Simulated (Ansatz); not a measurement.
Total energies of [GaF4]- (GaF₄⁻) from Ansatz at PBE-D4/def2-TZVPD, gas phase (1 Eh = 27.2114 eV = 2625.5 kJ/mol). The reference geometry is relaxed at PBE0-D4/def2-SVPD.

Cartesian coordinates in Å:
```
Ga 0.000 0.000 0.000
F 0.863 -0.875 1.309
F -1.328 -1.030 -0.633
F 1.149 0.378 -1.327
F -0.684 1.527 0.651
```

```
            state                      geometry  energy (Eh)
charge -1 singlet                     reference  -2324.03943
 charge 0 doublet                     reference  -2323.78639
 charge 0 doublet  relaxed at PBE0-D4/def2-SVPD  -2323.78875
```

(1) Work out the vertical ionisation energy to the doublet.

(2) How much does the charge 0 doublet relax, and what is the adiabatic ionisation energy?

(1) E(charge 0 doublet) − E(charge -1 singlet) = -2323.78639 − (-2324.03943) = 0.25304 Eh = 6.89 eV. For comparison, −ε of the highest occupied level is 3.57 eV at this level, 3.32 eV less.

(2) Relaxation: -2323.78639 − (-2323.78875) = 0.00236 Eh = 0.06 eV. Adiabatic ionisation energy: 0.25068 Eh = 6.82 eV, without zero-point energy. In the charge 0 doublet, F2 and F4 lie 2.00 Å apart (atoms count from 1), so these atoms are partly bonded to each other.

At PBE-D4/def2-TZVPD the gap within one spin of the charge 0 doublet nearly closes, so an electron or hole may be smeared out by delocalisation error.
